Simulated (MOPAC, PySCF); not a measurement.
H$_{3}$GaS$_{3}$, SMILES `[SH][Ga]([SH])[SH]`, neutral singlet in the gas phase. 

Cartesian coordinates (Å):
```xyz
7

S      0.5475     1.2629    -1.3343
Ga     0.1225    -0.2026     0.2703
S     -1.9064    -0.9395     0.7511
S      1.7937    -0.9947     1.4784
H     -0.7358     1.3857    -1.7134
H     -2.5082    -0.2027    -0.1979
H      2.7239    -0.2800     0.8216
```
Charge 0, spin multiplicity 1.

All levels are single points at this geometry (B3LYP-D3(BJ)/def2-TZVP); Pople sets use spherical d functions. Orbital energies aren't observables, and empty levels follow the basis.

```csv
level,HOMO (eV),LUMO (eV),gap (eV),dipole (D),"vertical IE, Delta-SCF (eV)"
B3LYP-D3(BJ)/def2-TZVP in PySCF,-7.39,-1.36,6.03,1.48,9.43
B3LYP/6-311+G** (LANL2DZ on Ga) in PySCF,-7.47,-1.50,5.97,1.81,–
B3LYP/6-31G* in PySCF,-7.32,-1.40,5.92,1.85,–
BP86/6-31G* in PySCF,-6.47,-2.14,4.33,1.86,–
M06-2X/6-31G* in PySCF,-8.76,-0.28,8.48,1.92,–
HF/STO-3G in PySCF,-6.93,5.48,12.41,1.42,–
AM1 in MOPAC,-9.88,-2.59,7.29,2.30,–
PM6 in MOPAC,-9.54,-1.50,8.04,1.60,–
PM7 in MOPAC,-9.69,-1.38,8.31,2.38,–
```
